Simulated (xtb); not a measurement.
xtb input (GFN1-xTB):

```bash
xtb mol.xyz --gfn 1 --sp --chrg 0 --uhf 0
```
mol.xyz:
```
4

Al    -1.07159611     0.06111621     0.01636096
Cl     1.03076618    -0.05878757    -0.01573757
H     -1.71697386     1.49150016     0.02361215
H     -1.87530182    -1.28662232     0.03123414
```

End of the output:

```
         :::::::::::::::::::::::::::::::::::::::::::::::::::::
         ::                     SUMMARY                     ::
         :::::::::::::::::::::::::::::::::::::::::::::::::::::
         :: total energy              -6.683762481396 Eh    ::
         :: gradient norm              0.017475984168 Eh/a0 ::
         :: HOMO-LUMO gap              5.980664316219 eV    ::
         ::.................................................::
         :: SCC energy                -6.699175223923 Eh    ::
         :: -> electrostatic           0.004816404757 Eh    ::
         :: repulsion energy           0.016148945955 Eh    ::
         :: dispersion energy         -0.000736203427 Eh    ::
         :: halogen bond corr.         0.000000000000 Eh    ::
         :: add. restraining           0.000000000000 Eh    ::
         :: total charge              -0.000000000000 e     ::
         :::::::::::::::::::::::::::::::::::::::::::::::::::::

           -------------------------------------------------
          |                Property Printout                |
           -------------------------------------------------

    * Orbital Energies and Occupations

         #    Occupation            Energy/Eh            Energy/eV
      -------------------------------------------------------------
         1        2.0000           -0.9191024             -25.0100
         2        2.0000           -0.5463454             -14.8668
         3        2.0000           -0.4930738             -13.4172
         4        2.0000           -0.4854571             -13.2100
         5        2.0000           -0.4804862             -13.0747
         6        2.0000           -0.4574395             -12.4476 (HOMO)
         7                         -0.2376542              -6.4669 (LUMO)
         8                         -0.1447399              -3.9386
         9                         -0.0930088              -2.5309
        10                         -0.0741637              -2.0181
        11                         -0.0673444              -1.8325
        12                         -0.0592909              -1.6134
        13                         -0.0528229              -1.4374
        14                         -0.0448427              -1.2202
        15                         -0.0412959              -1.1237
        16                         -0.0398064              -1.0832
        17                         -0.0178281              -0.4851
       ...                                ...                  ...
        22                          1.0736449              29.2154
      -------------------------------------------------------------
Note: The following floating-point exceptions are signalling: IEEE_DENORMAL
normal termination of xtb
                  HL-Gap            0.2197854 Eh            5.9807 eV
             Fermi-level           -0.3475468 Eh           -9.4572 eV

  Mulliken/CM5 charges         n(s)   n(p)   n(d)
     1Al    0.38391  0.19177   1.234  1.046  0.336
     2Cl   -0.17901 -0.14080   1.867  5.318 -0.006
     3H    -0.10245 -0.02548   1.102  0.000  0.000
     4H    -0.10245 -0.02548   1.102  0.000  0.000

Wiberg/Mayer (AO) data.
largest (>0.10) Wiberg bond orders for each atom

 ---------------------------------------------------------------------------
     #   Z sym  total        # sym  WBO       # sym  WBO       # sym  WBO
 ---------------------------------------------------------------------------
     1  13 Al   3.053 --     2 Cl   1.310     4 H    0.872     3 H    0.872
     2  17 Cl   1.393 --     1 Al   1.310
     3   1 H    0.990 --     1 Al   0.872
     4   1 H    0.990 --     1 Al   0.872
 ---------------------------------------------------------------------------

Topologies differ in total number of bonds
Writing topology from bond orders to xtbtopo.mol

 dipole moment from electron density (au)
     X       Y       Z
  -0.8238   0.0470   0.0126  total (Debye):    2.098

           -------------------------------------------------
          | TOTAL ENERGY               -6.683762481396 Eh   |
          | GRADIENT NORM               0.017475984168 Eh/α |
          | HOMO-LUMO GAP               5.980664316219 eV   |
           -------------------------------------------------

------------------------------------------------------------------------
------------------------------------------------------------------------
 total:
 SCF:
```
